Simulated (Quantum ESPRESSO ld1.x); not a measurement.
Results of a calculation; reference values are marked as such.
Question: Species: Tb XII. Configuration: [Kr] 4d10 4f6 5s2. Code: ld1.x of Quantum ESPRESSO 7.5. Model: Dirac Kohn-Sham, revPBE, spin-unpolarised, spherical densities, point nucleus; open shells are shared between the two j in proportion to 2j + 1; speed of light set to 116.481 atomic units (0.85 times the physical value, a model run).

Spin-orbit splittings of the eigenvalues, e(l+1/2) - e(l-1/2), with zeta = 2 splitting/(2l+1) and mean radii in bohr:

| shell | occ. | splitting (eV) | zeta (eV) | <r> j=l-1/2 | <r> j=l+1/2 |
|---|---|---|---|---|---|
| 2p | 6 | 1101 | 734.3 | 0.07248 | 0.08235 |
| 3p | 6 | 228.4 | 152.3 | 0.2215 | 0.2403 |
| 3d | 10 | 46.64 | 18.66 | 0.2127 | 0.2184 |
| 4p | 6 | ? | ? | 0.5331 | 0.5738 |
| 4d | 10 | 9.004 | 3.602 | 0.6009 | 0.6140 |
| 4f | 6 | 1.456 | 0.4159 | 0.6934 | 0.7002 |
| 5p | 0 | 11.62 | 7.748 | 1.191 | 1.263 |

Estimate the 4p splitting.

Answer: 52.05 eV (zeta = 34.70 eV).
